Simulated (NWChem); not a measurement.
System: C2H6BN; SMILES C(BN)=C

NWChem input:

```
start job
memory heap 200 mb stack 900 mb global 1100 mb
geometry units angstroms noautoz
  B     -0.655763    -0.725175     0.109085
  H     -1.675328    -1.250616     0.462025
  C     -0.582727     0.818806    -0.133425
  C      0.504418     1.573750     0.085721
  H     -1.489773     1.339190    -0.450232
  H      0.514287     2.653391    -0.057333
  H      1.438990     1.142988     0.445198
  N      0.463199    -1.546212    -0.070461
  H      0.453781    -2.539884     0.111272
  H      1.352643    -1.204578    -0.411765
end
basis spherical
  B library 6-31g*
  H library 6-31g*
  C library 6-31g*
  N library 6-31g*
end
dft
  xc b3lyp
  iterations 150
  mulliken
end
task dft energy
```

Output (shortened):

```
             Northwest Computational Chemistry Package (NWChem) 7.3.0
             --------------------------------------------------------

 C1  symmetry detected

                             Geometry "geometry" -> ""
                             -------------------------

 Output coordinates in angstroms (scale by  1.889725989 to convert to a.u.)

  No.       Tag          Charge          X              Y              Z
 ---- ---------------- ---------- -------------- -------------- --------------
    1 B                    5.0000    -0.66440378    -0.72012064     0.12213571
    2 H                    1.0000    -1.68560706    -1.23473734     0.48611538
    3 C                    6.0000    -0.57916437     0.82223244    -0.12666920
    4 C                    6.0000     0.51689600     1.56775488     0.07996486
    5 H                    1.0000    -1.48413278     1.34994036    -0.43724150
    6 H                    1.0000     0.53554026     2.64673777    -0.06712308
    7 H                    1.0000     1.45060704     1.12955967     0.43263052
    8 N                    7.0000     0.44519792    -1.55222385    -0.06441938
    9 H                    1.0000     0.42815362    -2.54510791     0.12102700
   10 H                    1.0000     1.33468264    -1.22014635    -0.41492518

 Effective nuclear repulsion energy (a.u.)     101.1519536561

                                 NWChem DFT Module
                                 -----------------

 Summary of "ao basis" -> "ao basis" (spherical)
 ------------------------------------------------------------------------------
       Tag                 Description            Shells   Functions and Types
 ---------------- ------------------------------  ------  ---------------------
 B                           6-31g*                  6       14   3s2p1d
 H                           6-31g*                  2        2   2s
 C                           6-31g*                  6       14   3s2p1d
 N                           6-31g*                  6       14   3s2p1d

            General Information
            -------------------
          SCF calculation type: DFT
          Wavefunction type:  closed shell.
          No. of atoms     :    10
          No. of electrons :    30
           Alpha electrons :    15
            Beta electrons :    15
          Charge           :     0
          Spin multiplicity:     1
          Use of symmetry is: off; symmetry adaption is: off
          Maximum number of iterations: 150
          AO basis - number of functions:    68
                     number of shells:    36
          Convergence on energy requested:  1.00D-06
          Convergence on density requested:  1.00D-05
          Convergence on gradient requested:  5.00D-04

              XC Information
              --------------
                         B3LYP Method XC Potential
                     Hartree-Fock (Exact) Exchange  0.200
                        Slater Exchange Functional  0.800 local
                    Becke 1988 Exchange Functional  0.720 non-local
              Lee-Yang-Parr Correlation Functional  0.810
                  VWN I RPA Correlation Functional  0.190 local

             Grid Information
             ----------------
          Grid used for XC integration:  medium
          Radial quadrature: Mura-Knowles
          Angular quadrature: Lebedev.
          Tag              B.-S. Rad. Rad. Pts. Rad. Cut. Ang. Pts.
          ---              ---------- --------- --------- ---------
          B                   0.85       49          10.0       434
          H                   0.35       45          12.0       434
          C                   0.70       49          10.0       434
          N                   0.65       49          11.0       434
          Grid pruning is: on
          Number of quadrature shells:   466
          Spatial weights used:  Erf1

      Superposition of Atomic Density Guess
      -------------------------------------

 Sum of atomic energies:        -157.12973027

      Non-variational initial energy
      ------------------------------

 Total energy =    -159.381691
 1-e energy   =    -409.939847
 2-e energy   =     149.406203
 HOMO         =      -0.318394
 LUMO         =      -0.024777

     ---------------------------------------------
      Total Density - Mulliken Population Analysis
     ---------------------------------------------

    Atom       Charge   Shell Charges
 -----------   ------   -------------------------------------------------------
    1 B    5     4.66   2.00  0.62  1.22  0.40  0.35  0.07
    2 H    1     1.03   0.50  0.53
    3 C    6     6.39   2.00  0.75  1.98  0.59  1.04  0.03
    4 C    6     6.40   2.00  0.74  1.90  0.62  1.11  0.03
    5 H    1     0.79   0.47  0.32
    6 H    1     0.79   0.47  0.32
    7 H    1     0.79   0.47  0.32
    8 N    7     8.02   2.00  0.81  2.65  0.79  1.76  0.02
    9 H    1     0.57   0.41  0.16
   10 H    1     0.57   0.41  0.16

   convergence    iter        energy       DeltaE   RMS-Dens  Diis-err
 ---------------- ----- ----------------- --------- --------- ---------
 d= 0,ls=0.0,diis     1   -159.3933436061 -2.61D+02  1.01D-02  3.80D-01
 d= 0,ls=0.0,diis     2   -159.4187525978 -2.54D-02  5.23D-03  2.05D-01
 d= 0,ls=0.0,diis     3   -159.4336182478 -1.49D-02  2.17D-03  7.48D-02
 d= 0,ls=0.0,diis     4   -159.4422245035 -8.61D-03  4.68D-04  1.41D-03
 d= 0,ls=0.0,diis     5   -159.4423623134 -1.38D-04  1.78D-04  3.78D-04
  Resetting Diis
 d= 0,ls=0.0,diis     6   -159.4424112672 -4.90D-05  4.44D-05  1.28D-05
 d= 0,ls=0.0,diis     7   -159.4424128835 -1.62D-06  2.00D-05  7.76D-07
 d= 0,ls=0.0,diis     8   -159.4424128422  4.14D-08  1.11D-05  1.10D-06
 d= 0,ls=0.0,diis     9   -159.4424129898 -1.48D-07  1.40D-06  2.51D-08

[...]
```

Level: B3LYP/6-31G* (spherical d). Coordinates come from a B3LYP/6-31G* (spherical d) optimisation. B3LYP is NWChem's, with the RPA form of VWN correlation.
